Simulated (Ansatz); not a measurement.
Reaction (redistribution): `[F][In]([Cl])[Cl]` + `[F][Ga]([F])[SeH]` → `[F][In]([Cl])[SeH]` + `[F][Ga]([F])[Cl]`

Calculated with Ansatz (gas phase, PBE0-D4/def2-TZVP geometries, no zero-point term in ΔE). CCSD(T)/CBS is the MP2 limit (def2-TZVPP, def2-QZVPP) plus CCSD(T) − MP2 in def2-TZVPP, frozen cores. Functionals use def2-TZVPP. B3LYP here is the variant with VWN-RPA as its local correlation; programs differ in this. HSE06 is defined as in plane-wave codes. Elements past krypton have def2 core potentials. For Ga, In, Se outer-core shells are correlated without core-valence functions, which leaves a few kJ/mol of doubt a bond. Scalar relativity is left out up to krypton. One conformer a species, not always the lowest.

| level | ΔE (kcal/mol) | difference from CCSD(T)/CBS |
| --- | --- | --- |
| LDA (SPW92) | -2.3 | -0.2 |
| revPBE-D4 | -1.6 | 0.5 |
| BLYP-D4 | -1.6 | 0.5 |
| r2SCAN-D4 | -2.1 | 0.0 |
| B97M-V | -1.5 | 0.6 |
| PBE0-D4 | -2.1 | 0.0 |
| B3LYP-D4 | -1.9 | 0.2 |
| r2SCANh-D4 | -2.2 | -0.1 |
| r2SCAN0-D4 | -2.4 | -0.3 |
| HSE06-D4 | -2.1 | 0.0 |
| BHLYP-D4 | -2.1 | 0.0 |
| CAM-B3LYP-D4 | -1.9 | 0.2 |
| ωB97X-V | -1.9 | 0.2 |
| ωB97M-V | -1.9 | 0.2 |
| B2PLYP | -2.3 | -0.2 |
| PBE-QIDH | -2.6 | -0.5 |
| PBE | -1.8 | 0.3 |
| revPBE | -1.7 | 0.4 |
| BLYP | -1.7 | 0.4 |
| r2SCAN | -2.1 | 0.0 |
| PBE0 | -2.1 | 0.0 |
| r2SCANh | -2.2 | -0.1 |
| r2SCAN0 | -2.4 | -0.3 |
| HSE06 | -2.2 | -0.1 |
| LC-ωPBE | -1.6 | 0.5 |
| RPA@PBE/def2-TZVPP | -2.2 | -0.1 |
| HF/def2-SVP | -2.7 | -0.6 |
| MP2/def2-SVP | -3.3 | -1.2 |
| CCSD/def2-SVP | -3.2 | -1.1 |
| CCSD(T)/def2-SVP | -3.2 | -1.1 |
| HF/def2-TZVPP | -2.3 | -0.2 |
| MP2/def2-TZVPP | -3.1 | -1.0 |
| CCSD/def2-TZVPP | -2.5 | -0.4 |
| CCSD(T)/def2-TZVPP | -2.5 | -0.4 |
| HF/def2-QZVPP | -2.3 | -0.2 |
| MP2/def2-QZVPP | -2.8 | -0.7 |
| SCS-MP2/def2-QZVPP | -2.6 | -0.5 |
| HF/CBS(def2) | -2.3 | -0.2 |
| MP2/CBS(def2) | -2.6 | -0.5 |
| CCSD/CBS(def2) | -2.1 | 0.0 |
| CCSD(T)/CBS | -2.1 | 0 |

Largest T1 diagnostic among the species: 0.014.

At CCSD(T), def2-SVP lies −1.1 kcal/mol from the extrapolated value and def2-TZVPP −0.4 kcal/mol. Leaving LDA and LC-ωPBE aside and taking each functional with its dispersion term where it has one, the values spread over 1.1 kcal/mol, from PBE-QIDH to B97M-V.
